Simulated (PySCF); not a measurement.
How the numbers were obtained: PBE0-D3(BJ)/def2-SVP structure, NMR shieldings at PBE0/pcSseg-1/GIAO, in PySCF (single conformer, isolated molecule, no relativistic terms, averaged over atoms made equivalent by symmetry, fast rotation or ring inversion).

Chemical shifts δ = σref − σ; TMS for 1H (σ = 31.27 ppm), 13C (σ = 184.41 ppm), all at this level. Carbons bonded to boron are broad in practice. Shifts are as computed. Against solution values, carbons near 30 ppm lie about +2 ppm off and those near 130 ppm about +5 ppm; carbons on Cl a further +5 ppm. Of 1313 compounds with measured shifts, 239 miss one by over three times the rms of a fit or turn the order of signals round; such compounds aren't used in these exercises. Carbons bonded to Cl come out too deshielded. OH and NH positions are gas-phase values without hydrogen bonding to other molecules.

Q: Order these molecules by the shift of their most deshielded carbon, lowest δ first.
A. C[S+](C)[AlH3-]
B. CCCC1=C[SiH2]C=C[SiH2]1
C. [BH3-][N@H+](C)C1CCC1
D. FC(F)(F)[C@H]1CC[C@@H](Cl)CC1
E. C/C=C(\C(=O)F)C(C)C

A: A (24.0 ppm, methyl carbon bonded to S), C (59.1 ppm, sp3 CH bonded to N), D (132.7 ppm, CF3 carbon), E (162.9 ppm, carbonyl carbon), B (168.9 ppm, fully substituted alkene carbon).

Q: Order these molecules by the shift of their most shielded carbon-bound hydrogen, lowest δ first.
A. C/C=C(\C(=O)F)C(C)C
B. [BH3-][N@H+](C)C1CCC1
C. C[S+](C)[AlH3-]
D. C[SiH2]C(F)(F)F

A: D (0.43 ppm, hydrogen on a methyl carbon bonded to Si), A (1.05 ppm, hydrogen on a methyl carbon), B (1.38 ppm, hydrogen on an sp3 CH2 in a ring), C (2.12 ppm, hydrogen on a methyl carbon bonded to S).

Q: How many 13C and 1H signals does each give (equivalence by symmetry and fast rotation, but not about amide C–N or C=N bonds)? `[BH3-][N@H+](C)C1CCC1`, `C/C=C(\C(=O)F)C(C)C`, `C[SiH2]C(F)(F)F`, `FC(F)(F)[C@H]1CC[C@@H](Cl)CC1`, `C[S+](C)[AlH3-]`, `CCCC1=C[SiH2]C=C[SiH2]1`

A: [BH3-][N@H+](C)C1CCC1: 5 C, 10 H; C/C=C(\C(=O)F)C(C)C: 6 C, 4 H; C[SiH2]C(F)(F)F: 2 C, 2 H; FC(F)(F)[C@H]1CC[C@@H](Cl)CC1: 5 C, 6 H; C[S+](C)[AlH3-]: 1 C, 2 H; CCCC1=C[SiH2]C=C[SiH2]1: 7 C, 8 H.
